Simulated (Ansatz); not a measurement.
The cluster Ba2Te. The state is a triplet with charge 0. Geometry r2SCAN-D4/def2-TZVP; atoms count from 1.

```xyz
3

Ba    0.978   -1.870   -1.662
Ba   -1.384    2.201    0.673
Te    0.406   -0.331    0.989
```

In the def2 sets Ba, Te take a core potential; there is no spin–orbit coupling. At PBE0-D4/def2-TZVP a singlet of charge 0 lies 0.20 eV below the triplet, each at its own geometry. The structure comes from a short search, and lower isomers may exist.

Question: Estimate the Mulliken populations from the PBE0/def2-TZVP orbitals of Ansatz.

Answer: 
| atom | charge (e) | spin (α − β) |
| --- | --- | --- |
| Ba1 | 0.50 | 1.00 |
| Ba2 | 0.50 | 1.00 |
| Te3 | -1.01 | 0.00 |
Mulliken values and Mayer orders depend strongly on the basis.

Question: Where does the spin sit?

Answer: Summed by element: Ba 2.00, Te 0.00, of 2 unpaired in all. Largest on single atoms: Ba1 1.00, Ba2 1.00, Te3 0.00.

Question: And the Mayer bond orders between bonded heavy atoms (over 0.3)?

Answer: Ba1–Te3 0.85 (3.12 Å); Ba2–Te3 0.85 (3.12 Å).
